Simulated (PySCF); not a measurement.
**Basis-set dependence of the excitation energy of Sm**

Sm [Xe] 4f6 6s2 (7F) → Sm [Xe] 4f5 5d1 6s2 (high-spin determinant). All values are computed (PySCF 2.14, energy differences of UHF-based or UKS calculations, no spin-orbit coupling). Values in eV.

```csv
basis,Hamiltonian,functions,UHF,MP2 (valence)
cc-pVDZ-X2C,spin-free X2C,84,1.094,2.471
ANO-RCC-VTZP,spin-free X2C,104,1.080,2.744
x2c-TZVPPall,spin-free X2C,113,1.025,2.544
"x2c-TZVPPall with one added diffuse shell each of s, p, d, f type",spin-free X2C,129,1.034,n/a
```

Frozen in the all-electron rows: valence: [Kr] 4d10.

One determinant mixes LS terms of the configuration, so the numbers do not refer to single terms.
